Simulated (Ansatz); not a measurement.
## A relaxation, step by step

CH₅GaO, singlet, PBE0-D4/def2-TZVP (Ansatz 0.2.0). Settings:

```yaml
hamiltonian: {xc: pbe0, dispersion: d4}
relax: {f_tol: 0.005, max_steps: 200}
```

Start, a step off a saddle point along its unstable mode:

```
atom    x (Å)    y (Å)    z (Å)
 Ga1  -1.1922  -0.3001  -0.8777
  C2   0.6999   0.2221   0.5172
  O3  -0.7574  -1.8813  -0.6170
  H4   0.3169  -0.6517   0.2083
  H5  -1.8364   1.0531  -1.2995
  H6   0.1034   0.8507   1.2089
  H7   1.1478   0.9059  -0.2331
  H8   1.5180  -0.1985   1.0929
```

```json
{"step": "1", "energy less the last (meV)": "908.6", "largest force component (eV/Å)": "4.958"}
{"step": "2", "energy less the last (meV)": "372.4", "largest force component (eV/Å)": "1.194"}
{"step": "3", "energy less the last (meV)": "115.1", "largest force component (eV/Å)": "0.424"}
{"step": "4", "energy less the last (meV)": "34.2", "largest force component (eV/Å)": "0.580"}
{"step": "5", "energy less the last (meV)": "8.3", "largest force component (eV/Å)": "0.192"}
{"step": "6", "energy less the last (meV)": "3.0", "largest force component (eV/Å)": "0.152"}
{"step": "7", "energy less the last (meV)": "0.6", "largest force component (eV/Å)": "0.034"}
{"step": "8", "energy less the last (meV)": "0.1", "largest force component (eV/Å)": "0.058"}
{"step": "9", "energy less the last (meV)": "0.0", "largest force component (eV/Å)": "0.010"}
{"step": "10", "energy less the last (meV)": "0.0", "largest force component (eV/Å)": "0.002"}
```

Step 3, positions (Å) and forces (eV/Å):

| atom | x | y | z | Fx | Fy | Fz |
| --- | --- | --- | --- | --- | --- | --- |
| Ga1 | -1.378 | -0.407 | -1.016 | -0.251 | -0.424 | -0.200 |
| C2 | 0.834 | 0.293 | 0.617 | 0.264 | -0.257 | 0.183 |
| O3 | -1.049 | -2.020 | -0.834 | -0.170 | 0.365 | -0.110 |
| H4 | 0.413 | -0.670 | 0.277 | 0.141 | 0.265 | 0.112 |
| H5 | -1.816 | 1.038 | -1.285 | 0.104 | -0.072 | 0.074 |
| H6 | 0.125 | 0.854 | 1.231 | 0.037 | -0.060 | -0.020 |
| H7 | 1.175 | 0.907 | -0.220 | -0.005 | -0.062 | 0.038 |
| H8 | 1.697 | 0.005 | 1.230 | -0.120 | 0.245 | -0.078 |

Step 4, positions (Å) and forces (eV/Å):

```csv
atom,x,y,z,Fx,Fy,Fz
Ga1,-1.530,-0.470,-1.129,-0.206,0.533,-0.131
C2,0.912,0.308,0.675,0.022,-0.019,0.016
O3,-1.161,-2.043,-0.917,0.075,-0.580,0.034
H4,0.460,-0.623,0.313,0.118,0.064,0.088
H5,-1.909,0.988,-1.354,0.008,0.011,0.006
H6,0.205,0.872,1.285,-0.014,-0.015,-0.003
H7,1.250,0.925,-0.159,-0.007,-0.014,-0.013
H8,1.773,0.042,1.288,0.003,0.021,0.003
```

Step 8, positions (Å) and forces (eV/Å):

| atom | x | y | z | Fx | Fy | Fz |
| --- | --- | --- | --- | --- | --- | --- |
| Ga1 | -1.607 | -0.463 | -1.185 | 0.004 | -0.054 | 0.001 |
| C2 | 0.961 | 0.300 | 0.710 | 0.016 | 0.006 | 0.012 |
| O3 | -1.373 | -2.084 | -1.072 | -0.007 | 0.058 | -0.003 |
| H4 | 0.713 | -0.741 | 0.491 | 0.001 | 0.017 | 0.001 |
| H5 | -1.855 | 1.036 | -1.313 | 0.002 | -0.004 | 0.001 |
| H6 | 0.135 | 0.786 | 1.232 | 0.007 | -0.011 | -0.003 |
| H7 | 1.183 | 0.839 | -0.213 | 0.000 | -0.011 | 0.007 |
| H8 | 1.844 | 0.326 | 1.350 | -0.022 | 0.000 | -0.016 |

Last step (10):

```xyz
8
angstrom
Ga -1.6130 -0.4630 -1.1890
C 0.9645 0.3000 0.7118
O -1.3763 -2.0823 -1.0739
H 0.7176 -0.7406 0.4946
H -1.8600 1.0350 -1.3160
H 0.1366 0.7841 1.2324
H 1.1849 0.8370 -0.2123
H 1.8458 0.3299 1.3523
```

The run took about 28 s on 2 CPU threads of an Arm Neoverse V1 (shared host).
